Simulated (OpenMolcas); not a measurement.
**Lines of Ar2+: computed and rescaled rates**

* Program: OpenMolcas
* Method: MS-RASPT2, IPEA 0.25 Eh, imaginary shift 0.1 Eh (closed shells correlated: 2s 2p)
* Basis: ANO-RCC-VTZP [5s4p2d1f]
* Scalar Hamiltonian: DKH2, point nucleus
* Active space: 6 electrons in 9 orbitals (RAS2 3s 3p; RAS3 3d, at most 2 electrons)
* State averaging: 2S+1 = 3 even, 3 roots; 2S+1 = 1 even, 7 roots; 2S+1 = 3 odd, 3 roots; 2S+1 = 1 odd, 3 roots
* Spin-orbit coupling: state interaction with AMFI integrals over the reference wave functions, term energies averaged over their components

Rates come from the transition moments of the reference wave functions (E1 and E2 in the length form). At fixed line strength A goes as λ^-3 for E1 and M1 and as λ^-5 for E2, so a rate at the computed wavelength can be rescaled to the measured one. Measured vacuum wavelengths follow from level energies in Saloman, J. Phys. Chem. Ref. Data 39, 033101 (2010). Branching counts decays inside the model space alone, at computed energies, and the table is only a selection of the E2 and M1 lines, drawn from those between levels with measured partners whose computed energy lies within a factor of 1.5 of the measured one.

| Upper | Lower | Type | λ computed (nm) | λ measured (nm) | A computed (s-1) | A rescaled (s-1) | Branching % |
| --- | --- | --- | --- | --- | --- | --- | --- |
| 3s² 3p⁴ ³P₀ | 3s² 3p⁴ ³P₁ | M1 | 23440 | 21830 | 4.20e-03 | 5.20e-03 | 100.0 |
| 3s² 3p⁴ ³P₁ | 3s² 3p⁴ ³P₂ | M1 | 10020 | 8991 | 2.24e-02 | 3.10e-02 | 100.0 |
| 3s² 3p⁴ ¹D₂ | 3s² 3p⁴ ³P₁ | M1 | 736.3 | 775.3 | 7.45e-02 |  | 21.2 |
| 3s² 3p⁴ ¹D₂ | 3s² 3p⁴ ³P₂ | M1 | 685.9 | 713.8 | 2.76e-01 |  | 78.4 |
| 3s² 3p⁴ ¹S₀ | 3s² 3p⁴ ¹D₂ | E2 | 519 | 519.3 | 2.62e+00 | 2.61e+00 | 43.8 |
| 3s² 3p⁴ ¹S₀ | 3s² 3p⁴ ³P₁ | M1 | 304.4 | 311 | 3.32e+00 |  | 55.7 |

Spin-changing lines and M1 lines between different terms are not rescaled, since their strength hangs on the term gaps too.

The largest correction is for 3s² 3p⁴ ³P₁ → 3s² 3p⁴ ³P₂ (M1): 2.24e-02 × (10020 / 8991)^3 = 3.10e-02 s-1, a factor of 1.38.

No measured rate stands beside these. Rescaling mends the energy factor alone: line strengths can still be far off where a level mixes with configurations outside the active space, and weak or spin-changing lines hang on small mixing coefficients that depend on the term gaps too, so rescaling need not improve them.

CASPT2 does not keep the components of a term degenerate, so their means are used; among the terms shown or strongly mixed into the levels shown the widest spread is 88 cm-1 (3s² 3p⁴ ¹D). Active for correlation alone: 3d; no level in the range computed is led by a configuration that fills it, so any true level of that kind is missing. Computed and measured levels are paired by configuration, term and J; levels that our copy of the source lacks, or whose pairing is in doubt (as where it misses far off the trend of its configuration), stay unpaired. Levels of configurations outside the active space are missing.
